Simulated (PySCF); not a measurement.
## PbH: mean field, correlation and small terms against distance

State: ²Π, doublet, unpaired electrons π ↑. ROHF-based CCSD(T) in PySCF 2.14 with H aug-cc-pVDZ, Pb cc-pwCVDZ-PP with ECP60 and H aug-cc-pVTZ, Pb cc-pwCVTZ-PP with ECP60 (frozen core orbitals: 4; scalar-relativistic core potentials). Correlation energies are extrapolated as n⁻³ (n = 2, 3), Hartree–Fock as (n+1)·exp(−9√n). All energies in eV from H + Pb.

| R (Å) | HF/CBS | CCSD corr. | (T) | total |
| --- | --- | --- | --- | --- |
| 1.6393 | -1.265 | -0.979 | -0.0365 | -2.280 |
| 1.7138 | -1.434 | -0.969 | -0.0381 | -2.442 |
| 1.7883 | -1.512 | -0.964 | -0.0403 | -2.517 |
| 1.8629 | -1.522 | -0.963 | -0.0429 | -2.527 |
| 1.9374 | -1.479 | -0.964 | -0.0460 | -2.489 |
| 2.0305 | -1.373 | -0.970 | -0.0505 | -2.394 |
| 2.1237 | -1.225 | -0.980 | -0.0558 | -2.261 |

A fit to the total gives Re = 1.8390 Å, De = 2.530 eV, ωe = 1602.7 cm⁻¹, Be = 4.970 cm⁻¹ (masses 1.0078 and 207.9766 u).

Q: At R = 1.8629 Å the CCSD correlation energy is -0.354182 hartree in the smaller basis and -0.481225 in the larger. Extrapolate it.

A: (3³·E3 − 2³·E2)/(3³ − 2³) = -0.53472 hartree; the larger basis holds 90.0 % of it.

The T1 diagnostic is 0.014. The state was picked by a PBE0 search and need not be the measured ground state. Spin–orbit coupling, excitations beyond (T) and corrections to the Born–Oppenheimer picture are left out, and spin–orbit coupling matters for open p, d or f shells this heavy.
